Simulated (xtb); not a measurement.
Mg(H)(NH2) (H3MgN), SMILES [MgH][NH2]. All values are semi-empirical tight-binding results from xtb (GFN2-xTB unless named), good for trends rather than for accurate numbers. Coordinates come from a GFN2-xTB optimisation.

For metal compounds this method's bond lengths and energies can be far off.

### Question
Estimate the properties. (Estimate from the structure and the level; the computed values follow.)

### Answer

| Quantity | Result |
|---|---|
| orbital gap | 2.11 eV |
| zero-point energy | 16.0 kcal/mol |
| G − E(el) at 298.15 K (modified RRHO) | -0.1 kcal/mol |
